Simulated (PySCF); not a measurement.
**Two-component Hartree-Fock for Ru¹³⁺ (ruthenium, charge +13)**

Start: [Ar] 3d10 4s2 4p1; 4p1/2 filled at m_j = +1/2. Calculated with PySCF 2.14 in an uncontracted even-tempered set (18 s from 0.58 bohr⁻², ratio 2.8; 14 p from 0.75 bohr⁻², ratio 2.8; 9 d from 1.3 bohr⁻², ratio 2.8; 4 f from 4.3 bohr⁻², ratio 3): generalised Hartree-Fock with the X2C-1e Hamiltonian and a Gaussian nucleus; spin-orbit coupling (SO) screened by Boettger's factors.

| spinor shell | electrons | ε, screened SO (eV) | weight of nominal j (screened SO) | rms radius, screened SO (bohr) |
| --- | --- | --- | --- | --- |
| 1s1/2 | 2 | -22525.3 | 1.000 | 0.0384 |
| 2s1/2 | 2 | -3562.6 | 1.000 | 0.158 |
| 2p1/2 | 2 | -3305.6 | 1.000 | 0.137 |
| 3s1/2 | 2 | -885.94 | 1.000 | 0.426 |
| 3p1/2 | 2 | -784.57 | 1.000 | 0.422 |
| 3p3/2 | 4 | -759.87 | 1.000 | 0.433 |
| 3d3/2 | 4 | -583.16 | 1.000 | 0.410 |
| 3d5/2 | 6 | -578.30 | 1.000 | 0.413 |
| 4s1/2 | 2 | -325.32 | 0.999 | 0.966 |
| 4p1/2 | 1 | -295.72 | 0.999 | 1.01 |

Where does 2p3/2 lie, and what is the 2p spin-orbit splitting (screened SO)?

At -3172.2 eV, 133.38 eV above 2p1/2.

```json
{"quantity": "E (hartree)", "screened SO": "-4471.29234"}
{"quantity": "M_J", "screened SO": "1/2"}
{"quantity": "⟨J²⟩", "screened SO": "0.756"}
{"quantity": "⟨L²⟩", "screened SO": "2.019"}
{"quantity": "⟨S²⟩", "screened SO": "0.761"}
```

Each row is a mean over spinors that exchange with the open shell spreads, by up to 2.548 eV (3p1/2).

Breit and QED terms are absent; they matter most for the inner s and p1/2 levels.

Densities and radii are taken from the X2C orbitals without a picture-change correction, which distorts them close to the nucleus.
